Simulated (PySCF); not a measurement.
# Mn²⁺ (manganese, charge +2) across methods

[Ar] 3d4 4p1, one real determinant (an excited configuration). Calculation: PySCF 2.14, in x2c-TZVPPall (6s5p4d2f1g, 64 functions); the spin-free X2C one-electron Hamiltonian (Gaussian nucleus).

```tsv
method	E (hartree)	mean ε 3p β (eV)	mean ε 3d α (eV)	mean ε 4p α (eV)	Σ⟨r²⟩ (bohr²)	⟨S²⟩
LC-wPBE	-1157.004	-82.796	-38.230	-20.122	22.74	8.750
wB97X	-1157.201	-82.751	-37.863	-19.643	22.82	8.751
PBE0	-1156.982	-80.265	-35.667	-17.927	22.80	8.751
r2SCAN	-1157.163	-78.035	-33.512	-17.326	22.74	8.751
M06-2X	-1157.198	-83.391	-38.212	-18.579	22.75	8.751
PBE	-1156.943	-77.165	-32.926	-17.280	22.75	8.750
LDA	-1154.720	-77.254	-33.074	-17.332	22.66	8.750
UHF	-1156.12954	-87.987	-43.158	-19.416	23.28	8.752
```

(1) Estimate the same row for PW91.

⟨L²⟩ = 8.00 against 12 for a pure F term, so this real determinant mixes terms.

Answers

(1) E (hartree) = -1157.257; mean ε 3p β (eV) = -77.264; mean ε 3d α (eV) = -33.020; mean ε 4p α (eV) = -17.338; Σ⟨r²⟩ (bohr²) = 22.71; ⟨S²⟩ = 8.750.
